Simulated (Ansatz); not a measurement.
A calculation with Ansatz (development build ahead of 0.2.0).

```yaml
crystal:
  periodic: [false, false, false]
  atoms:
    - { symbol: Mg, position_ang: [-0.93803, -0.98901, -1.0056] }
    - { symbol: O, position_ang: [-1.0142, -0.95872, 1.00142] }
    - { symbol: O, position_ang: [-0.96884, 1.00743, -1.01255] }
    - { symbol: Mg, position_ang: [-0.94428, 0.99131, 1.01093] }
    - { symbol: O, position_ang: [0.97057, -0.98441, -0.92609] }
    - { symbol: Mg, position_ang: [0.9422, -1.01274, 0.97455] }
    - { symbol: Mg, position_ang: [1.01454, 0.96524, -1.00401] }
    - { symbol: O, position_ang: [0.96825, 0.96491, 1.0235] }
basis:
  gaussian: { orbitals: cc-pVDZ }
hamiltonian:
  xc: hf
```

The input is written out in the form of the current development build from the run's settings.

The run gave:

| Quantity | Value |
| --- | --- |
| Converged | yes |
| Total energy | -1098.19093 hartree |
| Spin squared of the determinant | 0.000 |
